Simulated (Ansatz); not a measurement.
Ansatz (a quantum-chemistry and plane-wave program) input (B3LYP/def2-TZVPD):

Ansatz 0.2 input:
```yaml
crystal:
  periodic: [false, false, false]
  atoms:
    - {symbol: B, position_ang: [-0.06182972, 0.47166815, -0.08870694]}
    - {symbol: O, position_ang: [1.18918234, 0.10324504, 0.28516126]}
    - {symbol: O, position_ang: [-1.03887333, -0.47915777, -0.18887763]}
    - {symbol: H, position_ang: [-0.26818285, 1.62418419, -0.31945882]}
    - {symbol: H, position_ang: [1.26757567, -0.84434272, 0.45177029]}
    - {symbol: H, position_ang: [-1.89271627, -0.13088037, -0.45904578]}
basis:
  gaussian:
    orbitals: def2-TZVPD
hamiltonian:
  xc: {name: B3LYP}
magnetization: {spin_polarized: true, initial_magnetization: 2}
```

End of the output:

```
integrals: 0.04 GiB planned
686 factors; their error is unknown
mean field: 0.58 GiB planned
mean field evaluation 1: about -4808.8549 eV, gradient 4.7e1 eV
mean field evaluation 2: about -4778.1784 eV, gradient 9.4e1 eV
mean field evaluation 4: about -4815.7507 eV, gradient 1.3e1 eV
mean field evaluation 8: about -4816.4475 eV, gradient 9.7e-2 eV
mean field evaluation 16: about -4816.4554 eV, gradient 5.3e-4 eV
mean field evaluation 32: about -4816.6626 eV, gradient 1.3e-5 eV
mean field evaluation 64: about -4816.5687 eV, gradient 9.9e-4 eV
mean field evaluation 96: about -4816.4554 eV, gradient 5.4e-5 eV
mean field evaluation 128: about -4816.4607 eV, gradient 9.6e-1 eV
mean field evaluation 160: about -4816.2868 eV, gradient 6.9e0 eV
mean field -4816.66262995 eV, -177.0090867994 hartree, gradient 7.5e-6 eV, S^2 2.006053; 14 other end points of the search recorded, 0 dependent functions left out
reference -4816.66287695 eV, -177.0090958765 hartree; 13, 11 occupied and 131, 133 virtual orbitals, 686 factors
Total energy: -4816.66287695 eV, -177.0090958765 hartree
```

This state (charge 0, triplet) is run at the relaxed geometry of the species with charge 0 and multiplicity 1, and is a spin state other than that species' own.
